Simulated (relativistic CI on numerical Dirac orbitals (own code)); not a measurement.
**Cr2+ (3d4) in a crystal field**

Calculated by Dirac-Coulomb-Breit CI, KLI orbitals optimised for each configuration, model QED (radiative potential, 1s self-energy scaled to tabulated hydrogen-like ionisation energies), one configuration in a parametric crystal field, unscaled Slater integrals (own radial code). With so little scaling, terms lie 10 to 35 % too far apart, which can change the order of excited levels.

Field parameters in Wybourne normalisation: Oh B⁴₀ = 21Dq, B⁴₄ = √(5/14) B⁴₀. The field is a parameter set, without covalency.

S is read from ⟨S²⟩ = S(S + 1).

Powder χT (cm³ K mol⁻¹) by Van Vleck's formula, with temperature-independent terms:

| Field | 2 K | 5 K | 10 K | 20 K | 50 K | 100 K | 200 K | 300 K |
| --- | --- | --- | --- | --- | --- | --- | --- | --- |
| Oh, 10Dq = 3250 cm⁻¹ | 0.866 | 1.81 | 2.37 | 2.65 | 2.78 | 2.82 | 2.87 | 2.9 |
| Oh, 10Dq = 16250 cm⁻¹ | 1.34 | 2.35 | 2.75 | 2.9 | 2.96 | 2.97 | 2.98 | 2.98 |
| Oh, 10Dq = 18850 cm⁻¹ | 1 | 2.05 | 2.62 | 2.86 | 2.95 | 2.97 | 2.98 | 2.98 |
| Oh, 10Dq = 21450 cm⁻¹ | 0.473 | 1.17 | 1.99 | 2.59 | 2.89 | 2.94 | 2.96 | 2.97 |
| Oh, 10Dq = 24050 cm⁻¹ | 0.0523 | 0.131 | 0.262 | 0.523 | 1.22 | 1.7 | 1.84 | 1.85 |
| Oh, 10Dq = 26650 cm⁻¹ | 0.0532 | 0.133 | 0.266 | 0.532 | 1.22 | 1.64 | 1.69 | 1.62 |
| Oh, 10Dq = 29250 cm⁻¹ | 0.0538 | 0.135 | 0.269 | 0.538 | 1.22 | 1.64 | 1.68 | 1.61 |
| Oh, 10Dq = 31850 cm⁻¹ | 0.0539 | 0.135 | 0.269 | 0.539 | 1.22 | 1.63 | 1.67 | 1.6 |

Task: For Oh, 10Dq = 31850 cm⁻¹: what effective moment follows at 300 K?

Result: μ_eff = √(8χT) = 3.58 μB. The ground level has S = 1.00; the spin-only moment for S = 1 is 2.83 μB. The difference comes from the orbital moment, spin-orbit mixing of terms and temperature-independent paramagnetism, all larger in this ionic model than in covalent complexes.
